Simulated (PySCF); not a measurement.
Species: C3H5BF3NO.
SMILES: `C(COC(F)(F)F)#[N+][BH3-]`

Four sets of settings were typed for PySCF runs (density fitting) on one GFN2-xTB geometry. Runs with no stated cap are allowed at least 80 cycles.

**Question.** One run ended without self-consistency. Which?
A. B97-2/pcSseg-1, IEF-PCM chloroform, grid level 3, fitting basis def2-universal-jkfit
B. PBE0/6-311G**, fitting basis def2-qzvpp-jkfit
C. PBE0/pcSseg-1
D. PW91/pcseg-1, fitting basis def2-universal-jfit, at most 5 cycles

**Answer.** D. The cap of 5 cycles ended the SCF with an orbital gradient of 1.3e-01, before the energy threshold of 1e-09 Eh and the gradient threshold (its square root) were both met. Raise the cap, and go back to the usual fitting basis. Its energy and orbitals aren't self-consistent and shouldn't be used.

The end of its output:
```
final grid: 128704 points
cycle   1  E = -571.1144023623  dE =  1.527e+00  |g| = 1.068e+00  |ddm| = 3.899e+00
cycle   2  E = -569.9191375511  dE =  1.195e+00  |g| = 2.431e+00  |ddm| = 2.853e+00
cycle   3  E = -571.2730016105  dE = -1.354e+00  |g| = 5.655e-01  |ddm| = 2.439e+00
cycle   4  E = -571.3444982441  dE = -7.150e-02  |g| = 2.632e-01  |ddm| = 6.413e-01
cycle   5  E = -571.3544143488  dE = -9.916e-03  |g| = 1.303e-01  |ddm| = 2.245e-01
SCF not converged, last energy = -571.3544143488
```

The others met their thresholds:

```tsv
settings	basis functions	SCF cycles	E (Eh)	HOMO (eV)	LUMO (eV)	dipole (D)
B97-2/pcSseg-1, IEF-PCM chloroform, grid level 3, fitting basis def2-universal-jkfit	178	11	-571.4135	-8.08	-1.52	5.91
PBE0/6-311G**, fitting basis def2-qzvpp-jkfit	192	11	-571.1945	-8.14	-1.69	4.70
PBE0/pcSseg-1	178	14	-570.9931	-8.18	-1.77	4.72
```

Cycle counts include a coarse-grid stage where the run had one. All basis functions are spherical, in the Pople sets too.

The values belong to the conformer `[BH3-:1][N+:2]#[C:3][CH2:4][O:5][C:6]([F:7])([F:8])[F:9]`: C3–C4–O5–C6 180°, C4–O5–C6–F7 180°.
